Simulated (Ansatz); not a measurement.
A single point on H$_{7}$NOSiSn, SMILES `[NH2][SnH2][SiH2]O`.

```yaml
crystal:
  periodic: [false, false, false]
  atoms:
    - {symbol: N, position_ang: [-1.514489, 0.581035, -0.260252]}
    - {symbol: Sn, position_ang: [0.496868, 0.970509, -0.623643]}
    - {symbol: Si, position_ang: [1.145214, -1.173056, 0.643762]}
    - {symbol: O, position_ang: [-0.371868, -1.662544, 1.026793]}
    - {symbol: H, position_ang: [-2.055883, 0.470199, -1.108917]}
    - {symbol: H, position_ang: [-1.966127, 1.306522, 0.283219]}
    - {symbol: H, position_ang: [0.695168, 1.054842, -2.320495]}
    - {symbol: H, position_ang: [0.845816, 2.504095, 0.048879]}
    - {symbol: H, position_ang: [1.975307, -0.914895, 1.850561]}
    - {symbol: H, position_ang: [1.859798, -2.165414, -0.202650]}
    - {symbol: H, position_ang: [-1.044403, -1.028193, 0.683243]}
basis:
  gaussian: {orbitals: def2-QZVPP}
correlation: {method: mp2}
```

```sh
$ ansatz run in.yaml --threads 4 --pin off --events-out ev --progress --plain --max-ram 10444MiB
```

Output, abridged:

```
Functional definition: HF
2862 factors; integrals over basis functions are off by at most 9.6e-4 eV
mean field evaluation 1: about -17295.4468 eV, gradient 5.0e1 eV
mean field evaluation 2: about -17295.5470 eV, gradient 5.0e1 eV
mean field evaluation 4: about -17300.7712 eV, gradient 3.8e0 eV
mean field evaluation 8: about -17300.8348 eV, gradient 2.7e-1 eV
mean field -17300.83514032 eV, -635.7939644795 hartree, gradient 1.9e-6 eV, S^2 0.000000; 0 other end points of the search recorded, 0 dependent functions left out
11 core orbitals not correlated: weight in the atoms' cores, before any rotation towards them, 1.000 or more for the frozen orbitals, at most 0.000 for the correlated occupied ones
reference -17300.83514032 eV, -635.7939644795 hartree; 18, 18 occupied and 447, 447 virtual orbitals, 2862 factors
second order -32.25508859 eV of doubles, -0.00000000 eV of singles
Total energy: -17333.09022891 eV, -636.9793171220 hartree
```

It took 18 s on 4 threads of an Arm Neoverse V2 on a shared host, with 2.9 GiB of host memory at the peak.
